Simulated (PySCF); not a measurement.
Static polarisabilities and like-pair C6 coefficients by linear response at CAM-B3LYP/def2-SVPD (PySCF, frozen core in the response, non-relativistic, gas phase), PBE0-D3(BJ)/def2-SVP geometries, one conformer each; atomic units unless stated.

| label | species | α | C6 |
| --- | --- | --- | --- |
| P | `C#CC1(C#C)CCC1` | 88.0 | 3072 |
| Q | `C1CSC(C2CC2)S1` | 106.9 | 4576 |
| R | `C1=C\C=C/C=C\C=C/1` | 92.1 | 3130 |
| S | `C[C@H]1CCS(=O)(=O)O1` | 73.7 | 2581 |
| T | `C=CS(=O)(=O)C=C` | 76.1 | 2322 |
| U | `C#CC=C=CCC=C` | 106.0 | 3705 |

Question: Estimate the unlike-pair coefficients by the rule C6(AB) = 2·C6(AA)·C6(BB) / [C6(AA)·αB/αA + C6(BB)·αA/αB], and compare with the geometric mean, for PT, PU, QR, QS, QT, RS, SU and TU.

Answer: 
| pair | combination rule | geometric mean | ratio |
| --- | --- | --- | --- |
| PT | 2671 | 2671 | 1.000 |
| PU | 3359 | 3373 | 0.996 |
| QR | 3781 | 3785 | 0.999 |
| QS | 3424 | 3436 | 0.996 |
| QT | 3260 | 3260 | 1.000 |
| RS | 2820 | 2842 | 0.992 |
| SU | 3041 | 3092 | 0.984 |
| TU | 2919 | 2933 | 0.995 |

The rule is exact for one-pole polarisabilities and never exceeds the geometric mean; the two meet where both partners have the same effective excitation energy. These unlike-pair values are estimates, not computed integrals.
